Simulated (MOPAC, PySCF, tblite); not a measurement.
Bond stretch in GeCl, doublet.

Levels of theory: GFN2-xTB, 300 K electronic temperature (tblite); AM1, unrestricted, heats of formation (MOPAC); NEVPT2 = SC-NEVPT2 on CASSCF(11,8)/cc-pVDZ, all electrons correlated in PySCF.

Energies are in kcal/mol, each relative to the lowest point of its own curve near equilibrium.

```csv
R / Å,GFN2-xTB,AM1,NEVPT2
1.64,96.4,65.8,131.5
1.75,43.7,31.9,69.7
1.84,21.4,14.7,38.4
1.97,5.7,2.4,12.7
2.06,1.3,0.0,4.0
2.09,0.6,0.0,2.3
2.17,0.0,1.7,0.0
2.24,0.8,4.5,0.0
2.29,2.0,7.1,0.9
2.41,6.6,14.8,5.0
2.50,11.1,21.5,9.4
2.72,24.7,39.4,22.3
2.93,38.8,56.4,35.1
```

At the longest distance, 2.93 Å, AM1 lies highest above its minimum (56.4 kcal/mol) and NEVPT2 lowest (35.1 kcal/mol).

The scan ran from 1.64 to 8.75 Å; beyond the distances shown one of the unrestricted levels run for this scan, shown here or not, changes its spin distribution in one step.
